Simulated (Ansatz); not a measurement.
Cartesian coordinates in Å:
```
C -0.868 1.082 0.705
C -0.874 0.311 -0.582
N -0.054 -0.545 -0.974
In 1.648 -1.481 -0.389
H -1.793 0.896 1.262
H -0.013 0.805 1.325
H -0.835 2.157 0.502
H -1.730 0.563 -1.237
H 3.100 -0.784 -0.977
H 1.419 -3.003 0.365
```

The species carries charge 0 and has multiplicity 1. In takes the def2 core potential.

Problem. List the B3LYP/def2-TZVPP orbital energies in eV (Ansatz). (An estimate is asked.)

Solution. The calculation gave: Occupied: -388.89, -278.04, -276.93, -126.98, -83.68, -83.38, -83.37, -24.11, -20.83, -20.72, -20.58, -20.55, -20.52, -19.75, -15.16, -12.44, -12.15, -11.75, -10.70, -9.58, -8.87, -7.83, -6.01. Lowest empty: -1.66, -0.19, 0.00, 0.60, 1.35, 1.38, 1.89, 2.25.

B3LYP here is the variant with VWN-RPA as its local correlation; programs differ in this.
